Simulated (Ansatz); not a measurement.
Ansatz (an electronic-structure program) input (PBE0/6-31G*):

Ansatz 0.2 input:
```yaml
crystal:
  periodic: [false, false, false]
  atoms:
    - {symbol: C, position_ang: [-2.05396457, -2.40568385, 0.60494745]}
    - {symbol: C, position_ang: [-1.21722569, -1.42566246, 0.35850549]}
    - {symbol: B, position_ang: [-0.32506819, -0.38073261, 0.09574127]}
    - {symbol: Br, position_ang: [-0.79595032, 1.55572507, 0.36912250]}
    - {symbol: Br, position_ang: [1.54229305, -0.68157919, -0.58894037]}
    - {symbol: H, position_ang: [-2.12580363, -2.89841173, 1.58025400]}
    - {symbol: H, position_ang: [-2.74370949, -2.80495298, -0.14605227]}
basis:
  gaussian:
    orbitals: 6-31G*
hamiltonian:
  xc: {name: PBE0}
total_charge: -1
```

End of the output:

```
integrals: 0.07 GiB planned
1153 factors; integrals over basis functions are off by at most 1.1e-3 eV
0.17 GiB of the device are held for the grids
1.25 GiB of device memory are held for the factors and their scratch space
mean field: 0.23 GiB planned
mean field evaluation 1: about -142838.5888 eV, gradient 3.3e1 eV
mean field evaluation 2: about -142834.1799 eV, gradient 5.1e1 eV
mean field evaluation 4: about -142841.3611 eV, gradient 2.8e0 eV
mean field evaluation 8: about -142841.4221 eV, gradient 1.0e-1 eV
mean field evaluation 16: about -142841.4221 eV, gradient 5.8e-5 eV
mean field -142841.42213814 eV, -5249.3254421831 hartree, gradient 5.2e-5 eV, S^2 0.000000; 0 other end points of the search recorded, 0 dependent functions left out
reference -142841.42216177 eV, -5249.3254430516 hartree; 45, 45 occupied and 74, 74 virtual orbitals, 1153 factors
Total energy: -142841.42216177 eV, -5249.3254430516 hartree
```

It need not be the lowest isomer of its formula. Whether it binds its extra electron was not tested at this geometry.
